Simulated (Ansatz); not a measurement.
A basis-limit estimate, worked out

An elementary step of Si2H8SO, singlet (Si₂H₆SO ([SiH3][O][SiH2][SH]) + H₂ → Si₂H₆O ([SiH3][O][SiH3]) + H₂S; Si–S, H–H broken or loosened, Si–H, S–H formed or tightened). “Start” and “end” are the PBE0-D4/def2-TZVP structures reached by relaxing down either side of its saddle point, with the molecules still in contact.

Computed with Ansatz 0.2.0 (basis: def2-TZVPP and def2-QZVPP); correlated methods freeze the cores.

Energies in eV:

| quantity | end | start |
| --- | --- | --- |
| Hartree–Fock, triple zeta (X = 3) | -28710.00283 | -28710.27537 |
| Hartree–Fock, quadruple zeta (X = 4) | -28710.94372 | -28711.21901 |
| MP2 correlation, X = 3 | -18.69176 | -18.89988 |
| MP2 correlation, X = 4 | -20.18827 | -20.41909 |
| CCSD(T) correlation, X = 3 | -21.19065 | -21.31566 |

(1) Work out the step energy at the basis limit: extrapolate Hartree–Fock as E(X) = E∞ + A exp(−7.88 √X) and the MP2 correlation as E(X) = E∞ + B X^−2.97 (the exponents that Neese and Valeev fitted for def2-TZVPP and QZVPP), then add CCSD(T) − MP2 in triple zeta.

No T1 diagnostic of these runs exceeds 0.014.

Answers

(1) Each step is linear, so take the differences first (end − start): Hartree–Fock 0.27254 (X = 3) and 0.27529 (X = 4); MP2 correlation 0.20812 and 0.23082; CCSD(T) correlation 0.12501.
Two points give E∞ = E(4) + w [E(4) − E(3)], with w = 1/(exp(7.88 (2 − √3)) − 1) = 0.1377 for Hartree–Fock and w = 1/((4/3)^2.97 − 1) = 0.7407 for the correlation.
Hartree–Fock: 0.27529 + 0.1377 × 0.00275 = 0.2757 eV.
MP2 correlation: 0.23082 + 0.7407 × 0.02270 = 0.2476 eV.
CCSD(T) − MP2: 0.12501 − 0.20812 = -0.0831 eV.
Sum: 0.2757 + 0.2476 + (-0.0831) = 0.4402 eV, or 10.15 kcal/mol. Plain CCSD(T) in triple zeta gives 0.3976 eV, so the larger basis shifts the result by 0.0426 eV.

Labels in which every atom is bracketed show which atoms are joined, not bond orders.

For scale, one of the runs: CCSD(T)/def2-TZVPP, 269 basis functions, launched by `ansatz run in.yaml --threads 4 --pin off --events-out ev --progress --plain --max-ram 9574MiB`. Time: 2.2 min of wall clock on 4 CPU threads of an Arm Neoverse V2; the host was shared. Peak host memory: 6.3 GiB.
